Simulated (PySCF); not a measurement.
Relaxation of quintet RuH4

Level of theory: UPBE0/[Ru def2-TZVP with ECP28, H def2-TZVP], scalar-relativistic core potentials, density fitting, no spin–orbit coupling, PySCF. A (50,194) grid was used.

A start at or just off a symmetric point, pushed along the force that breaks its symmetry, of D2h symmetry, free to break it:

```xyz
5
charge 0 multiplicity 5, angstrom
Ru    0.0000    0.0000    0.0000
H     1.6975   -0.0500    0.0000
H    -0.0500    1.6975    0.0000
H    -1.6975    0.0500    0.0000
H     0.0500   -1.6975    0.0000
```

Task: What does it relax to?

Result: It ends at D2h with H–H 0.986 Å (×2), Ru–H 1.756 Å (×4); H–H–Ru 73.7° (×4), H–Ru–H 32.6° (×2), H–Ru–H 147.4° (×2), H–Ru–H 180.0° (×2). A frequency run shows a minimum.

Task: How much energy is released, and in how many steps?

Result: 123.1 kJ/mol in 9 steps.

Other spin states or occupations of the open shell can lie lower. At this level a singlet minimum of C4v symmetry lies 253 kJ/mol below this structure.
